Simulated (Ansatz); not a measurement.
Job for Ansatz (a first-principles code): R-CCSD(T)/aug-cc-pV(Q+d)Z on HCl (SMILES Cl) with ghost functions, monomers drawn apart or pushed together. Files ending in .json are basis or fitting sets from the Basis Set Exchange.

Ansatz 0.2 input:
```yaml
crystal:
  periodic: [false, false, false]
  atoms:
    - {symbol: Cl, position_ang: [-0.05777111, 0.79634319, 4.81179162]}
    - {symbol: H, position_ang: [-1.27243530, 0.37893264, 4.79296639]}
basis:
  gaussian:
    orbitals: aug-cc-pV_Q+d_Z.json
    ghost_atoms:
      - {symbol: F, position_ang: [-0.01249353, -0.08389304, -0.13913820]}
      - {symbol: H, position_ang: [0.15444039, 0.13382320, 0.75090877]}
magnetization: {spin_polarized: false}
correlation: {method: ccsd_t, electrons: outside_noble_gas}
scf: {lower_state_search: off}
```

It printed:

```
WARN ansatz: RAYON_NUM_THREADS=1 ignored (pool sized by the plan → 1); use --threads N
Functional definition: HF
these checks for a lower state are left out or cut short: stability, starts, cluster_reference, orbital_swaps, neighbouring_geometries, increment
integrals: 1.72 GiB planned
1565 factors; integrals over basis functions are off by at most 9.9e-4 eV
mean field: 0.70 GiB planned
mean field evaluation 1: about -12519.8778 eV, gradient 1.0e1 eV
mean field evaluation 2: about -12519.8778 eV, gradient 1.0e1 eV
mean field evaluation 4: about -12520.2716 eV, gradient 1.2e0 eV
mean field evaluation 8: about -12520.2808 eV, gradient 2.3e-5 eV
mean field -12520.28082248 eV, -460.1118336749 hartree, gradient 1.2e-6 eV, S^2 0.000000; 0 other end points of the search recorded, 0 dependent functions left out
5 core orbitals not correlated
reference -12520.28082248 eV, -460.1118336749 hartree; 4, 4 occupied and 252, 252 virtual orbitals, 1565 factors
second order -6.13321799 eV of doubles, -0.00000000 eV of singles
coupled cluster: 1.90 GiB planned
cycle   1  -6.49427373 eV  change   -3.6e-1 eV  update   3.9e-2
cycle   2  -6.63312434 eV  change   -1.4e-1 eV  update   1.2e-2
cycle   3  -6.64123702 eV  change   -8.1e-3 eV  update   3.1e-3
cycle   4  -6.64049715 eV  change    7.4e-4 eV  update   8.6e-4
cycle   5  -6.64029005 eV  change    2.1e-4 eV  update   2.0e-4
cycle   6  -6.64024020 eV  change    5.0e-5 eV  update   6.0e-5
cycle   7  -6.64023597 eV  change    4.2e-6 eV  update   1.8e-5
cycle   8  -6.64023664 eV  change   -6.8e-7 eV  update   5.9e-6
perturbative correction -0.27070924 eV, -0.0099483811 hartree
Total energy: -12527.19176836 eV, -460.3658062517 hartree
Checks for a lower state left out: stability, starts, cluster_reference, orbital_swaps, neighbouring_geometries, increment
```

The run converged.

Cost: roughly 4 core-minutes.
